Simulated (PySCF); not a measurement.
# Levels of Hg⁶⁷⁺ from EOM-EA-GCCSD

Reference: closed-shell Hg⁶⁸⁺, [Ne] 3s2; one electron is added. Calculated with PySCF 2.14, two-component X2C-1e with screened spin-orbit coupling, an even-tempered Gaussian basis (17 s from 8.4 bohr⁻², ratio 2.6; 14 p from 11 bohr⁻², ratio 2.6; 6 d from 11 bohr⁻², ratio 2.8; 4 f from 150 bohr⁻², ratio 2.8); frozen 1s2; the 50 highest virtual spinors dropped; of the others 56 kept and the rest restored at second order. No Breit or QED terms. Binding energies in eV.

```csv
level,Koopmans,second order,EOM-CCSD
3p1/2,8168.3,8169.8,8169.0
3p3/2,7631.6,7634.3,7634.5
3d3/2,7383.7,7397.7,7372.0
3d5/2,7266.1,near a pole,7266.2
```

In EOM-CCSD the overlap with the one-orbital guess is low for 3d3/2 (weight 0.76). That can mean mixing with two-particle, one-hole states, where second order and EOM-CCSD lose accuracy, or only a rotation among the degenerate components of the shell; the terms of those configurations are not listed.

For comparison, the ionisation energy of Hg⁶⁷⁺ is 8160 ± 40 eV (theoretical estimate listed by NIST; NIST Atomic Spectra Database, ionization energies).

Only part of the computed levels is shown.
